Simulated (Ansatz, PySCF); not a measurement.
C6H6N (SMILES Nc1[c]cccc1), doublet, at a GFN2-xTB geometry. Base run: CAMB3LYP/STO-3G in PySCF.

PySCF was given this input:
```python
from pyscf import gto, scf, dft

mol = gto.M(
    atom='''
N     2.298603   -0.102697   -0.432028
C     0.947305   -0.071041   -0.150477
C     0.154541   -1.197026   -0.158774
C    -1.186623   -1.213840    0.043921
C    -1.832479    0.003331    0.277567
C    -1.084102    1.165474    0.296090
C     0.281956    1.140346    0.089724
H     2.752530   -0.992093   -0.300198
H     2.835048    0.691600   -0.121780
H    -1.750920   -2.134550    0.027701
H    -2.899608    0.023959    0.440193
H    -1.571893    2.112635    0.478962
H     0.861037    2.053870    0.111011
''',
    basis='sto-3g',
    charge=0,
    spin=1,
    verbose=3,
)

mf = dft.UKS(mol)
mf.xc = 'camb3lyp'
mf.kernel()
```

The same geometry, method and basis name were run in Ansatz (an electronic-structure program) and PySCF, at each program's defaults and at the settings that a row names. The base is PySCF at its defaults. Differences at the defaults can come from grids, fitting, cores and function types together.

```
code and settings                                                               ΔE vs base (µEh)  basis functions      E (Eh)  SCF cycles  dipole (D)
------------------------------------------------------------------------------  ----------------  ---------------  ----------  ----------  ----------
PySCF, defaults (exact integrals, its default grid, spherical functions)                     0.0               41  -283.14723          15        1.73
Ansatz, defaults (factorised integrals, its default grid, spherical functions)               5.2               41  -283.14722           -           -
PySCF, density fitting with def2-universal-jkfit                                           -1915               41  -283.14914          15        1.73
PySCF, fine grid                                                                             1.6               41  -283.14723          15        1.73
Ansatz, high accuracy                                                                        1.9               41  -283.14723           -           -
```

Open shells are given as the SCF converged; they aren't shown to be the lowest states, and a large step between rows can be another state.
